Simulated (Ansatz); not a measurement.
Reaction (substitution at a C–C bond): `OC(F)(Cl)C=[Se]` + H₂S → `SC=[Se]` + `OC(F)Cl`

Calculated with Ansatz (gas phase, PBE0-D4/def2-TZVP geometries, no zero-point term in ΔE). CBS: MP2 limit from def2 TZ/QZ plus the TZ coupled-cluster correction, frozen cores. This one scheme is used for every species. DFT in def2-TZVPP. B3LYP here is the variant with VWN-RPA as its local correlation; programs differ in this. For Se outer-core shells are correlated without core-valence functions, which leaves a few kJ/mol of doubt a bond. Scalar relativity is left out up to krypton. Each species was taken in one conformer, which may not be the lowest.

CCSD(T)/CBS gives -5.2 kcal/mol.

Another level gave -8.4 kcal/mol. Which?
A. B3LYP/def2-TZVPP
B. LDA (SPW92)/def2-TZVPP
C. CAM-B3LYP/def2-TZVPP
D. revPBE/def2-TZVPP

B. LDA (SPW92) -8.4, B3LYP -9.6, CAM-B3LYP -7.3, revPBE -11.6 kcal/mol.

Largest T1 diagnostic among the species: 0.017.

At CCSD(T), def2-SVP lies +3.8 kcal/mol from the extrapolated value and def2-TZVPP +0.5 kcal/mol. The D4 term adds +1.4 kcal/mol with B3LYP and +0.8 kcal/mol with PBE0; it sums over pairs of atoms, weighted by their polarisabilities, and B3LYP, whose exchange is more repulsive, gets the larger term. From r2SCAN to r2SCAN0 (25 % exact exchange), in def2-TZVPP and without D4, ΔE moves by +0.7 kcal/mol.

CCSD(T)/CBS has its own doubt, a few kJ/mol and more with outer-core shells, so smaller differences from it don't rank the levels.
